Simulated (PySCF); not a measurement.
PBE on Bi⁻ (bismuth, charge -1), [Xe] 4f14 5d10 6s2 6p4, high-spin 3P determinant. All numbers are calculated (PySCF 2.14, a scalar-relativistic core potential, in def2-QZVPPD with the def2 core potential (60 electrons)).

```
cycle= 1 E= -214.667181595806  delta_E= -0.0133  |g|= 0.0153  |ddm|= 0.454
cycle= 2 E= -214.667311496223  delta_E= -0.00013  |g|= 0.00882  |ddm|= 0.0628
cycle= 3 E= -214.667371307947  delta_E= -5.98e-05  |g|= 0.00636  |ddm|= 0.0341
cycle= 4 E= -214.667389090801  delta_E= -1.78e-05  |g|= 0.000403  |ddm|= 0.00832
cycle= 5 E= -214.667389321325  delta_E= -2.31e-07  |g|= 0.000157  |ddm|= 0.00192
cycle= 6 E= -214.667389350493  delta_E= -2.92e-08  |g|= 1.86e-05  |ddm|= 0.000666
cycle= 7 E= -214.667389350877  delta_E= -3.84e-10  |g|= 7.75e-07  |ddm|= 6.22e-05
converged SCF energy = -214.667389350877  <S^2> = 2.0034513  2S+1 = 3.0023
```

Highest occupied orbital energy: 1.698 eV; ⟨L²⟩ = 2.02; populations by l: s 4.00, p 10.00, d 10.00, f 0.00.

Q: Can this result be used?

A: With care. The run converged. Energies and moments cover only the electrons outside the core potential. Spin-orbit coupling is strong in this species (close to jj coupling), so the high-spin LS determinant is a model state, not a physical level. At PBE the highest occupied level has a positive energy, so only the finite basis holds that electron; in a semilocal or global hybrid functional this comes from self-interaction and does not mean that the real anion is unbound.
